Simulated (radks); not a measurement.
Q: The mean radii <r> (bohr) of the occupied orbitals of an atom or ion are listed with their occupations. Method: scalar-relativistic Kohn-Sham, PBE, spin-polarised, spherical densities, finite nucleus; Fermi nuclear charge, rms radius of each element as measured or else 0.836 A^(1/3) + 0.57 fm; computed with a radial shooting solver on a logarithmic mesh with Libxc functionals.

orbital  occ.     <r>
1s          2  0.1561

Name the element and its charge. Open shells, if any, are filled with parallel spins first.

A: Z = 10, neon, charge +8: Ne8+ in [He]. The 1s radius gives Z: for a bare nucleus <r> = (2 gamma + 1)/(2Z) with gamma = sqrt(1 - (Z/c)^2), 0.1497 bohr for Z = 10, and screening makes it slightly larger (0.1561 here). The occupations add up to 2, and the charge is Z minus that.
